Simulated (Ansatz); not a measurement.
Start from `B[SiH2]B` and change one atom or group to get `B[SiH2]BO`.

Ansatz, PBE0-D4/def2-TZVP geometries, multiplicity 1. Each molecule was computed in one conformer, which needn't be the lowest.

```csv
property,`B[SiH2]B`
LUMO energy (ωB97M-V/def2-TZVPP) / eV,-1.11
HOMO–LUMO gap (B3LYP/def2-TZVPP) / eV,4.55
HOMO energy (PBE/def2-TZVPP) / eV,-6.87
HOMO energy (B3LYP/def2-TZVPP) / eV,-7.77
LUMO energy (PBE0/def2-TZVPP) / eV,-3.05
size of the dipole moment (B3LYP/def2-TZVPP) / D,0.14
```

(1) Give the same properties after the change, and the shifts. (Estimate.)

## Answers

(1) Ansatz gave: 
| property | `B[SiH2]BO` | shift |
| --- | --- | --- |
| LUMO energy (ωB97M-V/def2-TZVPP) / eV | -0.59 | 0.52 |
| HOMO–LUMO gap (B3LYP/def2-TZVPP) / eV | 4.72 | 0.17 |
| HOMO energy (PBE/def2-TZVPP) / eV | -6.47 | 0.40 |
| HOMO energy (B3LYP/def2-TZVPP) / eV | -7.43 | 0.34 |
| LUMO energy (PBE0/def2-TZVPP) / eV | -2.52 | 0.53 |
| size of the dipole moment (B3LYP/def2-TZVPP) / D | 1.17 | 1.03 |

With PBE0 the HOMO rises by 0.35 eV and the LUMO rises by 0.53 eV, so the gap widens by about 0.18 eV. PBE moves the HOMO by 0.40 eV and ωB97M-V by 0.36 eV. The zero-point energy changes by 21.9 kJ/mol with +3 modes. Dipoles are sizes alone; their direction can turn.

B3LYP here is the variant with VWN-RPA as its local correlation; programs differ in this.
